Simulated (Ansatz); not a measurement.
Consider the substitution at a C–C bond: `CC(F)(F)C(F)CF` + H–F → `CC(F)(F)F` + `FCCF`.

Isolated molecules relaxed with PBE0-D4/def2-TZVP in Ansatz; ΔE leaves out vibrations. CCSD(T)/CBS is the MP2 limit (def2-TZVPP, def2-QZVPP) plus CCSD(T) − MP2 in def2-TZVPP, frozen cores. This one scheme is used for every species. DFT in def2-TZVPP. HSE06 is defined as in plane-wave codes. Each species was taken in one conformer, which may not be the lowest.

Q: Is it downhill or uphill in electronic energy at CCSD(T)/CBS, and by how much? (Best estimate.)

A: The calculation gave: Uphill: ΔE = +3.7 kJ/mol.

Q: What do these levels give: r2SCANh-D4, HSE06-D4, PBE-QIDH, BLYP, SCS-MP2/def2-TZVPP, HF/CBS(def2)? (An estimate is asked.)

A: Computed: r2SCANh-D4 -13.0, HSE06-D4 -10.3, PBE-QIDH -8.2, BLYP -26.5, SCS-MP2/def2-TZVPP -3.8, HF/CBS(def2) -34.8 kJ/mol.

Largest T1 diagnostic among the species: 0.011.

The D4 term adds +11.9 kJ/mol with B3LYP and +6.8 kJ/mol with PBE0; it sums over pairs of atoms, weighted by their polarisabilities, and B3LYP, whose exchange is more repulsive, gets the larger term. In def2-TZVPP, CCSD(T) changes the Hartree–Fock value by +32.5 kJ/mol (the triples alone add +3.3 kJ/mol) and MP2 by +37.7 kJ/mol. At CCSD(T), def2-SVP lies −20.9 kJ/mol from the extrapolated value and def2-TZVPP −5.5 kJ/mol.

B3LYP here is the variant with VWN-RPA as its local correlation; programs differ in this.
